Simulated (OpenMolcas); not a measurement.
## Sb: Slater's ratio, thermal populations, worked from levels

* Program: OpenMolcas
* Basis: ANO-R1 [6s5p3d1f]
* Scalar Hamiltonian: X2C, finite nucleus
* Active space: 3 electrons in 3 orbitals (5p)
* State averaging: 2S+1 = 4 odd, 1 root; 2S+1 = 2 odd, 8 roots
* Spin-orbit coupling: RASSI with atomic mean-field integrals over the reference wave functions, term energies averaged over their components

Methods: CASSCF; SS-CASPT2, IPEA 0.25 Eh, imaginary shift 0.1 Eh (closed shells correlated: 4d 5s). Measured levels: NIST Handbook of Basic Atomic Spectroscopic Data.

**Slater's ratio.** With one set of orbitals, p3 has 2D* - 4S* = 9 F2 and 2P* - 2D* = 6 F2 (F2 = F²/25), a ratio of 2/3. Term energies are centres of gravity, weighted by 2J + 1.

| Source | 2D* - 4S* | 2P* - 4S* | F2 from the first | Ratio |
| --- | --- | --- | --- | --- |
| CASSCF | 13372 | 23363 | 1486 | 0.747 |
| SS-CASPT2 | 12522 | 21528 | 1391 | 0.719 |
| measured | 9317 | 17775 | 1035 | 0.908 |

Energies in cm-1. A ratio away from 2/3 shows effects beyond one configuration with one set of orbitals, and in heavier atoms second-order spin-orbit shifts.

**Thermal populations.** Z = Σ (2J + 1) exp(-E/kT) with k = 0.695035 cm-1/K, over the levels below. No other level of either list lies under 43200 cm-1, which is above 7 kT at each temperature.

```tsv
Level	2J + 1	SS-CASPT2	measured
5s2 5p3 4S* 3/2	4	0.0	0.0
5s2 5p3 2D* 3/2	4	11970	8512
5s2 5p3 2D* 5/2	6	12890	9854
5s2 5p3 2P* 1/2	2	20670	16395
5s2 5p3 2P* 3/2	4	21960	18464
```

```
T (K)  Z, SS-CASPT2  Z, measured levels  Ground level (%), SS-CASPT2  Ground level (%), measured levels
 5000         4.287               4.735                         93.3                               84.5
 8000         5.181               6.134                         77.2                               65.2
```

At 8000 K, kT = 5560 cm-1, and the computed levels give Z = 4.000 + 0.465 + 0.591 + 0.049 + 0.077 = 5.181.

CASPT2 does not keep the components of a term degenerate, so their means are used; among the terms shown or strongly mixed into the levels shown the widest spread is 110 cm-1 (5s2 5p3 2D*, SS-CASPT2). With the s shell closed, the reference lacks s² → p² mixing. Some terms miss by over 15 % even with CASPT2, which points to a basis or an active space too small for the shells correlated (holds for SS-CASPT2). Measured partners are found by configuration, term and J. A level has none where our copy of the source lacks it or the pairing is in doubt (some pairs that miss far off the trend of their configuration count as doubtful), and it then counts in no deviation. Levels of configurations outside the active space are missing.

* marks odd parity.
